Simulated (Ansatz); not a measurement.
# A small benchmark: atomisation enthalpy at 298 K

10 molecules holding an element from Na to Cl; the atomisation enthalpy at 298 K in kJ/mol, computed less measured. Shapes, held fixed at every level: PBE0-D4/def2-TZVP. Flexible molecules stand in one conformer, not always the lowest. Thermal terms are harmonic and unscaled (PBE0-D4/def2-TZVP); the spin-orbit lowering of the free atoms is taken from their spectra. Programs: Ansatz 0.2.0. Measured values: Active Thermochemical Tables, CRC Handbook of Chemistry and Physics, NIST-JANAF tables.

Levels: A = HF/def2-TZVPP; B = B2PLYP/def2-TZVPP; C = CCSD(T)/CBS estimate.

| molecule | from tabulated heats | A | B | C |
| --- | --- | --- | --- | --- |
| BClF2 (SMILES FB(F)Cl) | 1736 | -410 | -11 | -5 |
| H2S2 (SMILES SS) | 974 | -366 | -26 | +2 |
| CClF3 (SMILES FC(F)(F)Cl) | 1787 | -658 | -33 | -5 |
| SiH2Cl2 (dichlorosilane (DCS)) | 1449 | -353 | -36 | +1 |
| SiH3Cl (chlorosilane) | 1367 | -314 | -22 | +5 |
| C2H4Cl2 (1,2-dichloroethane) | 2678 | -753 | -45 | -5 |
| C2H5Cl (chloroethane) | 2756 | -713 | -32 | -2 |
| S8 (cyclooctasulfur) | 2115 | -1228 | -97 | +7 |
| C3H5Cl (SMILES C=C(C)Cl) | 3383 | -912 | -40 | -11 |
| C4H10S (diethyl sulfide) | 5408 | -1421 | -65 | -5 |

**Question.** Which level does best on this set, which worst, and which err to one side?

**Answer.** 
```
               level                   kind  mean error  mean absolute error  worst case
       HF/def2-TZVPP           Hartree–Fock      -712.8                712.8      C4H10S
   B2PLYP/def2-TZVPP          double hybrid       -40.7                 40.7          S8
CCSD(T)/CBS estimate  coupled cluster or CI        -1.8                  4.8      C3H5Cl
```

On this set CCSD(T)/CBS estimate has the smallest mean absolute error and HF/def2-TZVPP the largest. HF/def2-TZVPP is too low in 10 of 10; B2PLYP/def2-TZVPP is too low in 10 of 10. The heats of SiH2Cl2 (dichlorosilane (DCS)), SiH3Cl (chlorosilane), C3H5Cl (2-chloropropene) come from older tables and can be uncertain by 10 kJ/mol or more. Heats of the atoms come from ATcT where it has them, that of boron, 570 kJ/mol, from recent work. The levels differ in basis as well as in method. The tabulated value of BClF2 is in doubt (older tables, estimates, or at odds with other calculations) and kept here. Over the 9 molecules whose values aren't doubted the mean absolute errors are A 746.4; B 44.0; C 4.8. For HF/def2-TZVPP the error tends to grow with the atomisation enthalpy. Hartree–Fock lacks correlation and underbinds. The CBS estimate extrapolates MP2 from def2-TZVPP and def2-QZVPP and adds CCSD(T) − MP2 in the triple-zeta set, cores frozen. The set is small.
